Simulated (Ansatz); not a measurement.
A nudged elastic band was laid between two geometries of CH7NOS2Si (13 atoms, charge 0, multiplicity 1).

Method: RKS PBE0-D4/def2-SVP in Ansatz 0.2.0.

| Item | Value |
| --- | --- |
| movable images | 7 |
| climbing image | yes |
| spring | 5.0 eV/Å² |
| optimiser | quadratic models (default) |
| start path | IDPP |
| force threshold | 0.05 eV/Å |
| iteration limit | 46 |
| end points | relaxed |

Image 0:

```xyz
13
Properties=species:S:1:pos:R:3
C -0.388 -1.336 1.333
O -0.565 -0.638 0.131
Si 0.575 0.220 -0.711
N 0.471 0.098 -2.411
S 0.248 2.327 -0.386
S -0.244 2.314 1.649
H -0.629 -0.698 2.200
H 0.649 -1.696 1.459
H -1.057 -2.211 1.343
H 1.917 -0.255 -0.270
H 0.925 -0.657 -2.912
H -0.321 0.473 -2.919
H -1.559 2.023 1.509
```

Image 8:

```xyz
13
Properties=species:S:1:pos:R:3
C -0.499 -1.158 1.457
O -0.686 -0.458 0.258
Si 0.481 0.043 -0.806
N 0.057 -0.070 -2.456
S 0.792 2.164 -0.565
S 0.681 2.314 1.520
H -1.354 -1.833 1.618
H -0.431 -0.465 2.313
H 0.423 -1.769 1.447
H 1.702 -0.775 -0.559
H 0.200 -0.926 -2.978
H -0.681 0.501 -2.851
H -0.667 2.397 1.618
```

Q: Which bonds break or form, and what moves?

A: No bond is made or broken. The dihedral H8–C1–O2–Si3 goes from -28 to 94°. The two ends are copies of one structure, up to a mirror image or an exchange of like atoms.

Q: What energy profile does the band end with?

A: It converged. The highest image is number 4 of 0 to 8, 0.024 eV above the ends, which have the same energy within 2 meV. A vibrational analysis at the climbing image gives one clearly imaginary mode, 95i cm⁻¹: a first-order saddle point.

| image | path coordinate (Å) | energy (eV) | dihedral H8–C1–O2–Si3 (°) |
| --- | --- | --- | --- |
| 0 | 0.00 | 0.000 | -28 |
| 1 | 0.45 | 0.003 | -14 |
| 2 | 0.90 | 0.011 | 1 |
| 3 | 1.35 | 0.020 | 17 |
| 4 | 1.80 | 0.024 | 33 |
| 5 | 2.26 | 0.020 | 50 |
| 6 | 2.71 | 0.011 | 65 |
| 7 | 3.17 | 0.003 | 80 |
| 8 | 3.62 | 0.000 | 94 |

Q: What is the geometry of the highest image?

A: 
```xyz
13
Properties=species:S:1:pos:R:3
C -0.473 -1.186 1.431
O -0.670 -0.475 0.239
Si 0.491 0.080 -0.806
N 0.085 -0.027 -2.461
S 0.715 2.205 -0.522
S 0.594 2.292 1.566
H -1.316 -0.988 2.111
H 0.453 -0.888 1.951
H -0.438 -2.274 1.245
H 1.746 -0.684 -0.561
H 0.270 -0.868 -2.994
H -0.681 0.511 -2.849
H -0.756 2.268 1.665
```

The band took 4 iterations and about 4 core-minutes.

Run time: 2.2 min on 2 threads of Intel(R) Xeon(R) Platinum 8488C (Sapphire Rapids), on a shared host, peak memory 0.37 GiB.
